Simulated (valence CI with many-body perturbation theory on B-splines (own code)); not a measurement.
## Questions on Hf23+

Computed by configuration interaction combined with many-body perturbation theory (CI+MBPT): three valence electrons over a frozen Dirac-Fock core [Kr] 4d10, a basis of 8 s, 8 p, 9 d, 9 f, 6 g, 3 h, 2 i functions for each j, with the one-electron correlation potential Σ1 (screened to all orders), the two-electron term Σ2, the three-electron term Σ3, Breit, model QED; selected single and double excitations, second order for the rest (own B-spline code, finite nucleus).

No measured spectrum was set against this ion. As an estimate, terms of the open shell hold to a few per cent of their energy, and close levels can change places. Core correlation moves these levels by up to 45000 cm⁻¹, and in measured spectra 5 to 20 % of such shifts remained as error; rates that hang on mixing are uncertain with them.

Names give the largest LS component (configuration and term), which can be under half, so a name can repeat, a term be missing and a line seem to break the LS rules; names also repeat where a configuration has a term twice.

Rates and lifetimes use the calculated energies. Strong lines usually hold to 10 to 20 %, long lifetimes can be off by a factor of two.

Q: What is the ground level?

A: 4f³ ⁴I°_9/2, composition 85 % 4f³ ⁴I° + 14 % 4f³ ²H°, g = 0.754.

Q: Where does the other parity begin?

A: At 4f²5s ⁴H_7/2, 86.833 eV.

Q: How is the term ⁴I° of the ground level split?

A: J = 9/2 at 0.000, J = 11/2 at 1.978, J = 13/2 at 3.716, J = 15/2 at 5.255 eV.

Q: Name the longest-lived excited levels whose lifetime is computed, and their main decay.

A: 4f³ ⁴G°_5/2 at 6.329 eV lives 53.5 ms, mostly by M1 to 4f³ ⁴F°_3/2; 4f³ ⁴F°_7/2 at 5.975 eV lives 35.5 ms, mostly by M1 to 4f³ ⁴I°_9/2; 4f³ ⁴F°_5/2 at 5.354 eV lives 27.6 ms, mostly by M1 to 4f³ ⁴F°_3/2. The lifetime of 4f³ ⁴F°_3/2 is too uncertain to give, and may be longer.

Q: What is the ionisation energy?

A: 675.62 eV; NIST lists 690 ± 30 eV (theoretical).

Q: How well does LS coupling describe the low levels?

A: Among the lowest 20 levels the leading LS term, summed over configurations, holds 70 % on average. For single configurations the figures are 70 % in LS and 72 % in jj coupling. Terms mix most in the J = 3/2 level at 8.655 eV, where the leading one holds 33 %.
